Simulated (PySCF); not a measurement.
A structure optimised at PBE-D3(BJ)/def2-SVP, used in a PySCF frequency run:

```
Si
H 1 1.5021
C 1 1.8823 2 112.15
H 3 1.1085 1 110.69 2 -180.00
H 3 1.1090 4 108.24 1 -121.67
H 3 1.1090 4 108.24 5 -116.66
C 1 1.9224 2 112.98 3 137.07
H 7 1.1054 1 126.57 2 -27.51
H 7 1.1129 8 109.39 1 131.30
C 7 1.5398 8 115.21 9 124.79
O 10 1.2143 7 127.84 8 -14.91
C 10 1.5398 11 127.84 7 -164.90
H 12 1.1054 10 115.21 11 14.91
H 12 1.1129 13 109.39 10 124.79
```

**Question.** Write its SMILES, formula and point group.

**Answer.** C[SiH]1CC(=O)C1, C₄H₈OSi, Cs

**Question.** What are its rotational constants (standard atomic weights)?

**Answer.** 7.4062, 1.7759, 1.6002 GHz
